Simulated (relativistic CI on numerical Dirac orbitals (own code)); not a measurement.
## Hyperfine structure of Ir¹²⁺, mass number 193

Calculated at this level of theory: Dirac-Coulomb-Breit CI, KLI orbitals optimised for each configuration, model QED, unscaled Slater integrals (own radial code, finite nucleus).

Configurations in the expansion (outside the closed core [Kr] 4d10): 4f14.5s2.5p3, 4f13.5s2.5p4, 4f14.5s.5p4, 4f14.5s2.5p2.5d, 4f14.5s.5p3.5d, 4f14.5s2.5p2.5f, 4f13.5s2.5p3.5d, 4f14.5s2.5p2.5g, 4f14.5s2.5p2.6s, 4f14.5s.5p3.5f, 4f14.5p5, 4f13.5p6, 4f13.5p5.5d, 4f14.5s2.5p.5d2, 4f14.5s2.5d3, 4f14.5s.5p.5d3, 4f14.5s2.5d2.5f, 4f13.5s2.5p.5d3. Double excitations out of closed p, d and f shells are left out; levels of such configurations are missing from the list, as are those of other unlisted configurations, and high levels can miss mixing partners. Some configurations lack a partner that the ground configuration has and come out too high, among them 4f14.5s2.5p2.5g, 4f14.5s2.5p2.6s, 4f14.5s.5p3.5f.

Nuclear spin I = 3/2, μ = 0.163 μN, Q = 0.751 b (tables of Stone and Pyykkö). The electronic factors are computed for point nuclear moments, without core polarisation or the Bohr-Weisskopf and QED corrections.

```json
{"Level": "4f14.5s2.5p3 2D°_5/2", "E (cm⁻¹)": "133876.0", "A (MHz)": "2920", "B (MHz)": "33.5"}
{"Level": "4f14.5s2.5p3 2P°_1/2", "E (cm⁻¹)": "158344.9", "A (MHz)": "10320", "B (MHz)": ""}
{"Level": "4f13.5s2.5p4 4G°_11/2", "E (cm⁻¹)": "260801.9", "A (MHz)": "519.6", "B (MHz)": "3650"}
{"Level": "4f13.5s2.5p4 2D°_3/2", "E (cm⁻¹)": "264058.7", "A (MHz)": "-461.9", "B (MHz)": "291"}
{"Level": "4f14.5s2.5p3 2P°_3/2", "E (cm⁻¹)": "277314.9", "A (MHz)": "1101", "B (MHz)": "-16400"}
{"Level": "4f13.5s2.5p4 4D°_3/2", "E (cm⁻¹)": "288015.2", "A (MHz)": "410.2", "B (MHz)": "-2050"}
{"Level": "4f13.5s2.5p4 4D°_1/2", "E (cm⁻¹)": "288346.8", "A (MHz)": "-521", "B (MHz)": ""}
```

Levels with J = 0, under 50 % of one LS term, or S terms without an open s electron are left out. Small factors come from cancelling terms and can be off by tens of per cent or more.

At this charge transitions that keep the count of f electrons are usually good to a few per cent. Levels and lines within the n = 5 or 6 shells can be off by up to 10 % or somewhat more, and those that change n by about 2 %, since core polarisation is missing. Levels that differ in their count of f electrons can be misplaced by several ten thousand cm⁻¹, since the correlation energy of f electrons is missing or only estimated; rates across such gaps can be off by orders of magnitude.

**Question.** Give the hyperfine levels of 4f14.5s2.5p3 2P°_1/2 relative to its centre of gravity.

**Answer.** With K = F(F + 1) − I(I + 1) − J(J + 1), E = AK/2: F = 1: -12900, F = 2: 7738 MHz.

LS names give the leading component of a level, which can be under half, so a name can repeat, a term be missing and a line seem to break the LS rules.
